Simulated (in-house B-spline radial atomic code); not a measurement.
The numbers below are computed, except where a source is named.
# Making a Troullier-Martins p channel for Se, r_c = 1.36 bohr

Se, [Ar] 3d10 4s2 4p4, non-relativistic LDA (VWN5), spherical and spin-unpolarised, from an all-electron radial atomic-structure program (B-spline basis) (atomic units). The all-electron 4p level is ε = -0.245806 hartree, its outermost node lies just inside 0.76 bohr and its outer maximum at 1.81 bohr.

Inside r_c the pseudo-orbital is u(r) = r^2 exp(p(r)), with p = c0 + c2 r² + c4 r⁴ + … + c12 r¹². The seven coefficients follow from p and its first four derivatives at r_c, from zero curvature of the screened potential at the origin, c4 = −c2²/(2l + 5), and from the norm inside r_c. At r_c the all-electron orbital has P = 0.6156943, P' = 0.4817869, the screened potential V = -2.003437, V' = 3.308751, V'' = -7.681425, and the norm inside is Q = 0.1300642.

**Question.** What are p, p' and p'' at r_c?

**Answer.** p = ln(P/r_c^2) = ln(0.6156943/1.8496) = -1.09997. p' = P'/P − 2/r_c = 0.78251 − 1.47059 = -0.68808. The radial equation gives p'' = 2(V − ε) − 2(2) p'/r_c − p'² = -3.51526 − (-2.02376) − 0.47345 = -1.96495. Differentiating, p''' = 2V' + 2(2)p'/r_c² − 2(2)p''/r_c − 2p'p'' = 8.2046, and p'''' = 2V'' − 4(2)p'/r_c³ + 4(2)p''/r_c² − 2(2)p'''/r_c − 2p''² − 2p'p''' = -42.236.

For a trial c2 the five matching conditions are linear in c0, c6, c8, c10 and c12, and c2 is varied until the norm inside r_c equals Q. The root nearest zero gives:

| n | c_n |
| --- | --- |
| 0 | -0.174252 |
| 2 | -1.39301 |
| 4 | -0.2772109 |
| 6 | 2.177006 |
| 8 | -1.85875 |
| 10 | 0.6362055 |
| 12 | -0.07977329 |

**Question.** Check c4 and p(r_c), and find the screened pseudopotential at the origin.

**Answer.** −c2²/7 = -0.277211, as listed. The terms c_n r_c^n are -0.17425, -2.57651, -0.94834, 13.77505, -21.75366, 13.77167, -3.19392, which sum to -1.09997. Inverting the radial equation, V_l(r) = ε + 2 p'/r + (p'' + p'²)/2, so V_l(0) = ε + (2l + 3) c2 = -0.245806 + 5 × (-1.39301) = -7.2109 hartree, finite where the all-electron potential diverges.

Orbitals and screened potentials:

| r (bohr) | P | u | V all-electron | V pseudo |
| --- | --- | --- | --- | --- |
| 0.136 | 0.1658 | 0.01514 | -154.7 | -7.19 |
| 0.34 | -0.2634 | 0.08262 | -36.56 | -6.552 |
| 0.544 | -0.2561 | 0.1678 | -14.65 | -4.242 |
| 0.748 | 0.004692 | 0.2492 | -7.465 | -1.137 |
| 0.952 | 0.2771 | 0.3494 | -4.426 | 0.2611 |
| 1.156 | 0.4837 | 0.4885 | -2.881 | -1.29 |
| 1.36 | 0.6157 | 0.6157 | -2.003 | -2.003 |

Logarithmic derivatives P'/P at R = 1.66 bohr, for energies E around ε:

```tsv
E − ε (hartree)	all-electron	pseudo
-0.5	0.649741	0.644772
-0.25	0.422651	0.421159
-0.1	0.274297	0.274028
0	0.169544	0.169543
0.1	0.0595652	0.0592469
0.25	-0.116406	-0.118683
0.5	-0.444724	-0.456378
```

**Question.** With P(R) = 0.7015236 and a norm of 0.263985 inside R, what slope in energy does norm conservation fix?

**Answer.** d(P'/P)/dE = −2 × (norm inside R)/P(R)² = -1.0728 per hartree·bohr at E = ε, for both atoms, since orbital and norm agree at R. Differences over ±0.1 hartree give -1.0737 (all-electron) and -1.0739 (pseudo), which also hold third-order terms. Half a hartree below ε the two curves differ by -0.0050.
